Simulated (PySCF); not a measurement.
HSE06 on K⁺ (potassium, charge +1)

Configuration: [Ar], closed-shell 1S. Calculation: PySCF 2.14, in aug-cc-pVDZ-X2C; scalar relativity by spin-free X2C-1e.

* Total energy: -601.914 hartree
* One-electron energy: -822.759 hartree
* Hartree (Coulomb) energy: 254.228 hartree
* Exchange-correlation energy: -33.382 hartree
* ⟨S²⟩: 0.0000
* ⟨L²⟩: 0.000
* Sum of ⟨r⟩: 14.15 bohr
* Sum of ⟨r²⟩: 19.51 bohr²
* Langevin diamagnetic susceptibility: -15.5 ×10⁻⁶ cm³/mol

```tsv
shell	electrons	mean orbital energy (eV)	rms radius, mean of both spins (bohr)
1s	2	-3559.0	0.0937
2s	2	-370.63	0.419
2p	6	-294.65	0.389
3s	2	-44.641	1.36
3p	6	-26.676	1.56
```

Densities and radii are taken from the X2C orbitals without a picture-change correction, which distorts them close to the nucleus.
